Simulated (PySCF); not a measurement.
This script is equivalent to a calculation on Li⁺ (lithium, charge +1).

```python
from pyscf import gto, scf, dft, mp, cc
import basis_set_exchange as bse
mol = gto.M(atom="Li 0 0 0", charge=1, spin=0, symmetry="D2h",
            basis=gto.basis.parse(bse.get_basis("aug-cc-pVDZ", elements=["Li"], fmt="nwchem", header=False)))
mf = dft.UKS(mol, xc="MN15")
mf.irrep_nelec = {'Ag': (1, 1)}
mf.kernel()
```

Q: What total energy does it give?

A: -7.298 hartree (calculated).

Q: Which occupied shell lies highest, and where?

A: 1s, at -65.093 eV.
